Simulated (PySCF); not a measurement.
CH8O2Si3. Atoms are numbered in the order given.

```xyz
14

O      0.5317     1.5972     0.5682
C      1.7106     1.3622     0.4137
O      2.2192     0.1468     0.2414
Si     1.1236    -1.2134     0.2547
Si    -0.7761    -0.7570    -1.0464
Si    -2.3343     0.4953     0.1917
H      2.4977     2.1412     0.3965
H      0.7783    -1.4755     1.6774
H      1.9895    -2.3063    -0.2512
H     -1.3479    -2.0621    -1.4978
H     -0.3198    -0.0206    -2.2614
H     -2.2659     1.9329    -0.1742
H     -2.0754     0.3202     1.6466
H     -3.7118    -0.0026    -0.0956
```

The structure is a stationary point at TPSSh-D3(BJ)/def2-SVP. The structure was generated by enumeration, and PubChem lists no compound with its InChIKey, so it may never have been made. One conformer was computed; it need not be the lowest.

Method: HF/pcSseg-1 run with PySCF.

GIAO shieldings, no solvent; atoms listed in one row are averaged. δ = σ(ref) − σ: ¹⁷O against H2O (σ = 333.0 ppm); ¹³C against TMS (σ = 192.6 ppm); ²⁹Si against TMS (σ = 393.8 ppm); ¹H against TMS (σ = 31.99 ppm), references at their B3LYP-D3(BJ)/def2-TZVP geometries, non-relativistic.

Question: Estimate the chemical shifts. (An estimate is asked for; the answer gives what the named calculation found.)

Answer: 
| nucleus | atoms | count | δ (ppm) |
|---|---|---|---|
| ¹⁷O | O1 | 1 | 440.9 |
| ¹⁷O | O3 | 1 | 174.1 |
| ¹³C | C2 | 1 | 177.1 |
| ²⁹Si | Si4 | 1 | -9.6 |
| ²⁹Si | Si6 | 1 | -88.7 |
| ²⁹Si | Si5 | 1 | -99.3 |
| ¹H | H7 | 1 | 8.09 |
| ¹H | H8, H9 | 2 | 4.98 |
| ¹H | H12, H13, H14 | 3 | 3.78 |
| ¹H | H11 | 1 | 3.40 |
| ¹H | H10 | 1 | 3.17 |
